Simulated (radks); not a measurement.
Species: Ga6+. Configuration: [Ar] 3d(3/2: 4, 5/2: 2) 4p(1/2: 1, 3/2: 0) (not the ground configuration).

All-electron calculation, Dirac Kohn-Sham, BLYP, spin-unpolarised, spherical densities, finite nucleus; Fermi nuclear charge, rms radius 3.9973 fm. Program: a radial shooting solver on a logarithmic mesh with Libxc functionals.

Energy parts (hartree):
| part | energy |
|---|---|
| total | -1930.17558 |
| kinetic | 1969.26952 |
| electron-nucleus | -4538.13643 |
| Hartree | 710.21444 |
| exchange-correlation | -71.52311 |

Orbitals (lengths in bohr, moments of r in powers of bohr; r(90%) holds 90 % of the orbital's charge):
orbital,occ.,eigenvalue (hartree),r(90%),small-component weight
1s1/2,2,-380.9000,0.0869,1.25e-02
2s1/2,2,-51.46561,0.337,2.41e-03
2p1/2,2,-46.14379,0.308,2.40e-03
2p3/2,4,-45.12752,0.313,2.36e-03
3s1/2,2,-10.06694,0.932,5.90e-04
3p1/2,2,-8.32301,0.966,5.49e-04
3p3/2,4,-8.17378,0.979,5.38e-04
3d3/2,4,-5.22604,1.06,4.44e-04
3d5/2,2,-5.20298,1.07,4.41e-04
4p1/2,1,-2.75783,2.43,1.29e-04
4p3/2,0,-2.73194,2.45,1.28e-04

The highest occupied level is 4p1/2 at -75.044 eV. The electron density at the nucleus is 2.826e+04 e/bohr^3. The density falls to 0.001 e/bohr^3 at r = 2.82 bohr. Summed over all electrons, <r^2> = 10.49 bohr^2, which gives a Langevin (diamagnetic) susceptibility term of -8.31 x 10^-6 cm^3/mol.
